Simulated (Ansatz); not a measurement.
`[OH][GeH2][GeH2][OH]` + HI → `[OH][GeH2][I]` + `[OH][GeH3]`  (cleavage of the Ge–Ge bond)

Gas-phase electronic energies from Ansatz, PBE0-D4/def2-TZVP geometries. CCSD(T)/CBS is the MP2 limit (def2-TZVPP, def2-QZVPP) plus CCSD(T) − MP2 in def2-TZVPP, frozen cores. Functionals use def2-TZVPP. B3LYP here is the variant with VWN-RPA as its local correlation; programs differ in this. HSE06 is defined as in plane-wave codes. def2 core potentials past Kr. For Ge, I outer-core shells are correlated without core-valence functions, which leaves a few kJ/mol of doubt a bond. Scalar relativity is left out up to krypton. One conformer a species, not always the lowest.

`[OH][GeH2][GeH2][OH]`:

```xyz
10

O     1.768    0.987    1.433
Ge    0.535   -0.265    1.087
Ge   -0.830    0.418   -0.822
O    -1.805   -0.967   -1.399
H     2.424    1.060    0.736
H    -0.262   -0.368    2.394
H     1.238   -1.611    0.788
H    -1.876    1.483   -0.466
H     0.073    0.927   -1.971
H    -1.266   -1.664   -1.780
```

HI:

Cartesian coordinates in Å:
```
I 0.198 -0.611 -0.486
H -0.198 0.611 0.486
```

`[OH][GeH2][I]`:

```xyz
6

O    -0.687   -0.506   -1.164
Ge   -0.075    0.367    0.247
I     2.356   -0.190    0.594
H    -0.572   -1.457   -1.096
H    -0.811   -0.060    1.526
H    -0.212    1.847   -0.107
```

`[OH][GeH3]`:

```xyz
6

O    -1.015    0.493    0.781
Ge    0.289    0.003   -0.332
H    -1.181   -0.159    1.465
H     0.392    1.162   -1.327
H    -0.089   -1.314   -1.036
H     1.603   -0.186    0.450
```

| level | ΔE (kJ/mol) | difference from CCSD(T)/CBS |
| --- | --- | --- |
| LDA (SPW92) | -60.9 | 10.1 |
| PBE-D4 | -62.4 | 8.6 |
| revPBE-D4 | -62.9 | 8.1 |
| BLYP-D4 | -62.0 | 9.0 |
| r2SCAN-D4 | -70.1 | 0.9 |
| B97M-V | -71.2 | -0.2 |
| PBE0-D4 | -68.5 | 2.5 |
| B3LYP-D4 | -67.1 | 3.9 |
| r2SCANh-D4 | -71.6 | -0.6 |
| r2SCAN0-D4 | -73.7 | -2.7 |
| BHLYP-D4 | -75.2 | -4.2 |
| CAM-B3LYP-D4 | -68.0 | 3.0 |
| ωB97X-V | -71.2 | -0.2 |
| ωB97M-V | -70.5 | 0.5 |
| B2PLYP | -71.2 | -0.2 |
| PBE-QIDH | -75.1 | -4.1 |
| PBE | -63.0 | 8.0 |
| revPBE | -63.8 | 7.2 |
| BLYP | -62.8 | 8.2 |
| PBE0 | -69.2 | 1.8 |
| B3LYP | -67.8 | 3.2 |
| r2SCANh | -72.1 | -1.1 |
| r2SCAN0 | -74.2 | -3.2 |
| HSE06 | -69.5 | 1.5 |
| BHLYP | -75.2 | -4.2 |
| CAM-B3LYP | -68.8 | 2.2 |
| LC-ωPBE | -69.5 | 1.5 |
| RPA@PBE/def2-TZVPP | -62.3 | 8.7 |
| CCSD/def2-SVP | -75.3 | -4.3 |
| CCSD(T)/def2-SVP | -74.2 | -3.2 |
| HF/def2-TZVPP | -87.7 | -16.7 |
| MP2/def2-TZVPP | -75.9 | -4.9 |
| CCSD/def2-TZVPP | -67.3 | 3.7 |
| CCSD(T)/def2-TZVPP | -66.6 | 4.4 |
| HF/def2-QZVPP | -88.4 | -17.4 |
| MP2/def2-QZVPP | -78.6 | -7.6 |
| SCS-MP2/def2-QZVPP | -77.9 | -6.9 |
| HF/CBS(def2) | -88.4 | -17.4 |
| MP2/CBS(def2) | -80.3 | -9.3 |
| CCSD/CBS(def2) | -71.7 | -0.7 |
| CCSD(T)/CBS | -71.0 | 0 |

Largest T1 diagnostic among the species: 0.012.

From PBE to PBE0 (25 % exact exchange), in def2-TZVPP and without D4, ΔE moves by −6.1 kJ/mol. In def2-TZVPP, CCSD(T) changes the Hartree–Fock value by +21.2 kJ/mol (the triples alone add +0.7 kJ/mol) and MP2 by +11.9 kJ/mol. Leaving LDA and LC-ωPBE aside and taking each functional with its dispersion term where it has one, the values spread over 13.2 kJ/mol, from BHLYP-D4 to BLYP-D4.
